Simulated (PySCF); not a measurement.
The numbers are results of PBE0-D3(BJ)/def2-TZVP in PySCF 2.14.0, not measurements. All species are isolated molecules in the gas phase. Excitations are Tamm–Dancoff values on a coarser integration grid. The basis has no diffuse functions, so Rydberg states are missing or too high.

Reference species (SMILES): `C#CCF` (neutral, multiplicity 1).

```yaml
HOMO: -8.19 eV
T1 excitation (TDA): 5.23 eV
dipole_moment: 1.72 D
```

After one change: the HOMO increases by 0.89 eV; the T1 excitation (TDA) falls by 0.69 eV; the dipole moment drops by 0.61 D.

Task: Which change was made? The new species is one of these.
(A) `CC#CF`
(B) `FC1=CC1`
(C) `C=C=CF`

Result: B, `FC1=CC1`
